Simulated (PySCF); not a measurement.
**Radial density of C⁺ (carbon, charge +1)**

r2SCAN0, [He] 2s2 2p1, 2P determinant. Calculation: PySCF 2.14, in aug-cc-pVDZ-DK; the spin-free X2C one-electron Hamiltonian (Gaussian nucleus).

```json
{"r (bohr)": "0.00555", "4πr²ρ (e/bohr)": "0.04751", "4πr²(ρα − ρβ)": "0.0000"}
{"r (bohr)": "0.00933", "4πr²ρ (e/bohr)": "0.1284", "4πr²(ρα − ρβ)": "0.0001"}
{"r (bohr)": "0.0157", "4πr²ρ (e/bohr)": "0.3324", "4πr²(ρα − ρβ)": "0.0002"}
{"r (bohr)": "0.0264", "4πr²ρ (e/bohr)": "0.8242", "4πr²(ρα − ρβ)": "0.0004"}
{"r (bohr)": "0.0444", "4πr²ρ (e/bohr)": "1.874", "4πr²(ρα − ρβ)": "0.0010"}
{"r (bohr)": "0.0747", "4πr²ρ (e/bohr)": "3.702", "4πr²(ρα − ρβ)": "0.0026"}
{"r (bohr)": "0.126", "4πr²ρ (e/bohr)": "5.743", "4πr²(ρα − ρβ)": "0.0082"}
{"r (bohr)": "0.211", "4πr²ρ (e/bohr)": "6.012", "4πr²(ρα − ρβ)": "0.0336"}
{"r (bohr)": "0.355", "4πr²ρ (e/bohr)": "3.378", "4πr²(ρα − ρβ)": "0.1330"}
{"r (bohr)": "0.598", "4πr²ρ (e/bohr)": "1.388", "4πr²(ρα − ρβ)": "0.3762"}
{"r (bohr)": "1.01", "4πr²ρ (e/bohr)": "2.015", "4πr²(ρα − ρβ)": "0.6538"}
{"r (bohr)": "1.69", "4πr²ρ (e/bohr)": "1.481", "4πr²(ρα − ρβ)": "0.4540"}
{"r (bohr)": "2.85", "4πr²ρ (e/bohr)": "0.2285", "4πr²(ρα − ρβ)": "0.0712"}
{"r (bohr)": "4.79", "4πr²ρ (e/bohr)": "0.004419", "4πr²(ρα − ρβ)": "0.0028"}
{"r (bohr)": "8.05", "4πr²ρ (e/bohr)": "2.619e-05", "4πr²(ρα − ρβ)": "0.0000"}
```

Densities and radii are taken from the X2C orbitals without a picture-change correction, which distorts them close to the nucleus.
